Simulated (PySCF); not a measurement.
Compound: C7H14.
Numbering: `[CH3:1][CH2:2][C@@H:3]1[CH2:4][CH2:5][C@H:6]1[CH3:7]`

Cartesian coordinates in Å at the GFN2-xTB level; atoms count from 1:
```
atom  x, y, z in Å
C1     2.6534   -0.6131   -0.1013
C2     1.2111   -1.0245    0.1726
C3     0.2269    0.0682   -0.2149
C4     0.1994    1.3307    0.6663
C5    -1.3310    1.2350    0.7366
C6    -1.2600   -0.1759    0.1245
C7    -2.1956   -0.4733   -1.0323
H8     3.3403   -1.4053    0.1884
H9     2.9053    0.2837    0.4604
H10    2.7961   -0.4049   -1.1596
H11    1.0951   -1.2536    1.2348
H12    0.9764   -1.9322   -0.3895
H13    0.3549    0.3179   -1.2705
H14    0.6023    2.2381    0.2214
H15    0.6744    1.1702    1.6323
H16   -1.7706    1.3056    1.7296
H17   -1.8292    1.9455    0.0797
H18   -1.3648   -0.9501    0.8879
H19   -2.0999    0.2849   -1.8070
H20   -1.9643   -1.4430   -1.4690
H21   -3.2291   -0.4869   -0.6909
```

Definitions: NICS(0) = −σiso at the ring centroid; NICS(1) = −σiso and NICS(1)zz = −σzz at ±1 Å along the ring normal z. Level: GIAO PBE0/pcSseg-1 (PySCF, non-relativistic, gas phase) on the GFN2-xTB geometry, one conformer.

Ring bond lengths (Å), with Mayer bond orders in brackets: C3–C4 1.540 (1.01), C4–C5 1.535 (1.07), C5–C6 1.540 (1.01), C6–C3 1.545 (0.94).

Task: What do the NICS probes read (ppm)?

Result: 
| ring | type | NICS(0) | NICS(1), two faces | NICS(1)zz, two faces | rms pucker (Å) | centre to ring atoms, mean (Å) |
| --- | --- | --- | --- | --- | --- | --- |
| C3–C4–C5–C6 | 4-membered carbocycle; formal bonds all single | -0.7 | -0.7 / -0.7 | 4.1 / 4.3 | 0.08 | 1.09 |

Task: What do they say, and how far can they be read as aromaticity?

Result: 
- C3–C4–C5–C6: mean NICS(1)zz 4.2 ppm, deshielded. C3, C4, C5, C6 have four or more neighbours, and the NICS criterion for π rings isn't applied.

Task: What field does 14.1 T along the ring normal induce along that normal at the first NICS(1) probe listed for ring C3–C4–C5–C6, 1 Å off the ring?

Result: NICSzz × B0 = 4.1 ppm × 14.1 T = 58 μT, along the applied field.

Task: Give the inner angles of the rings and the Hirshfeld charges of the ring atoms.

Result: 
- C3–C4–C5–C6: C3 89.2° (-0.023 e), C4 89.6° (-0.075 e), C5 89.6° (-0.075 e), C6 89.3° (-0.021 e); sum 357.7° against 360° for a flat convex ring.

Task: How shielded are the nuclei of the rings and their hydrogens (means over atoms taken as equivalent)?

Result: 
| atoms | environment | σ isotropic (ppm) | principal values of the symmetric part, first atom (ppm) |
| --- | --- | --- | --- |
| C3 | four-membered-ring carbon | 141.2 | 125.2, 137.0, 161.5 |
| C4 | four-membered-ring carbon | 162.8 | 145.7, 161.9, 180.9 |
| C5 | four-membered-ring carbon | 161.2 | 145.8, 156.4, 181.4 |
| C6 | four-membered-ring carbon | 149.3 | 137.6, 143.3, 167.0 |
| H13 | methine hydrogen | 30.24 | 27.6, 31.0, 32.1 |
| H14 | methylene hydrogen | 29.68 | 25.9, 27.4, 35.8 |
| H15 | methylene hydrogen | 30.36 | 26.8, 29.6, 34.7 |
| H16 | methylene hydrogen | 29.67 | 26.0, 26.8, 36.1 |
| H17 | methylene hydrogen | 30.29 | 27.2, 28.6, 35.0 |
| H18 | methine hydrogen | 29.90 | 27.1, 29.9, 32.7 |
